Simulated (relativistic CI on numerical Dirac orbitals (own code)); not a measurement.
# Al: what numerical and physical settings do to a radial Dirac CI calculation

Reference input:

```
atom Al  Z=13  charge=0  electrons=13
nucleus A=27  rms_radius_fm=3.0610
hamiltonian dirac-coulomb  breit=on  qed=on  c_scale=1
orbitals kli  potential=per-configuration
slater_scale 1
correlation none
mixing on
grid step=0.0125 r_max=102.8
scf mixing=0.4 start=green max_iterations=150 tolerance=2e-08 node_fill=0.05
configurations
  [Ne] 3s2 3p
end
```

Computed lowest total energy -242.25702 Ha, first excitation 110.7 cm⁻¹, 11 SCF steps. Runs with settings changed; * marks those that are bad on purpose (the QED terms keep the true α when c is scaled):

| Changed | Outcome | Lowest level | ΔE (Ha) | First excitation (cm⁻¹) | SCF steps | Message |
| --- | --- | --- | --- | --- | --- | --- |
| speed of light × 10 | converged | 3p 2P°_1/2 | 0.405 | 1.1 | 11 |  |
| speed of light × 2 | converged | 3p 2P°_1/2 | 0.308 | 27.7 | 11 |  |
| Slater scale 1.2, grid step 0.008, iteration limit 20 | converged | 3p 2P°_1/2 | -1.56e-05 | 110.7 | 11 |  |
| grid step 0.04 | converged | 3p 2P°_1/2 | 9.36e-05 | 110.7 | 10 |  |
| configuration list: repeat * | refused |  |  |  | 0 | a configuration is listed twice |
| SCF tolerance 0.01 * | converged | 3p 2P°_1/2 | 0.000141 | 110.0 | 4 |  |

With so few configurations and no correlation, terms lie too far apart (by 10 to 50 % near neutrality), their order can be wrong, and levels of other configurations are missing.
